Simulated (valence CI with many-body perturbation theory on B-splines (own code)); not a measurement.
# Yb²⁰⁺: calculated level list

Level of theory: valence CI with perturbative core correlation (CI+MBPT): four valence electrons over a frozen Dirac-Fock core [Kr] 4d10, radial functions for each j: 7 s, 7 p, 7 d, 7 f, 4 g, 2 h, with the one-electron correlation potential Σ1 (screened to all orders), the two-electron term Σ2, the three-electron term Σ3, Breit, model QED; selected single and double excitations, second order for the rest, scaled by the run's own slope (own B-spline code, finite nucleus).

No measured levels were compared; by estimate terms of the open shell hold to a few per cent of their energy, and close levels can change places.

Levels 181 to 197 of 197, with energies above the lowest level, 4f⁴ ⁵I_4. "Leading %" is the weight of the configuration and term that name the level; weights of strongly mixed levels are sums over their largest components and can fall short. Lifetimes count E1, E2, E3, M1 and M2 decay at the calculated energies, and are blank where another channel may lead or the interval is too uncertain; long ones can be off by a factor of two.

```tsv
No.	Configuration	Term	J	E (cm⁻¹)	Leading %	Second component	Lifetime
181	4f³5s	¹F°	3	527590	76	8 % 4f³5s ³F°	609 ns
182	4f³5s	³G°	5	533520	94		605 ns
183	4f³5s	³G°	4	534950	90	5 % 4f³5s ¹G°	743 ns
184	4f³5s	³G°	3	537290	91	5 % 4f³5s ¹F°	740 ns
185	4f³5s	¹G°	4	542960	90	5 % 4f³5s ³F°	408 ns
186	4f³5s	³F°	4	583090	94		365 ns
187	4f³5s	³F°	3	585120	86	9 % 4f³5s ¹F°	353 ns
188	4f³5s	³F°	2	587990	99		345 ns
189	4f³5s	¹F°	3	593690	88	10 % 4f³5s ³F°	212 ns
190	4f³5p	⁵K	5	689730	61	30 % 4f³5p ³I	98.9 ps
191	4f³5p	³H	4	697850	44	40 % 4f³5p ⁵I	94.2 ps
192	4f³5p	⁵K	6	704780	57	15 % 4f³5p ³I	96.7 ps
193	4f³5p	⁵I	5	708240	36	29 % 4f³5p ³H	95.0 ps
194	4f³5p	⁵K	7	717860	41	23 % 4f³5p ³K	95.6 ps
195	4f³5p	⁵H	6	719590	40	24 % 4f³5p ⁵I	93.6 ps
196	4f³5p	⁵G	2	720680	55	31 % 4f³5p ³F	97.2 ps
197	4f³5p	³D	1	724810	47	32 % 4f³5p ⁵F	96.8 ps
```

Names give the largest LS component (configuration and term), which can be under half, so a name can repeat, a term be missing and a line seem to break the LS rules; names also repeat where a configuration has a term twice.
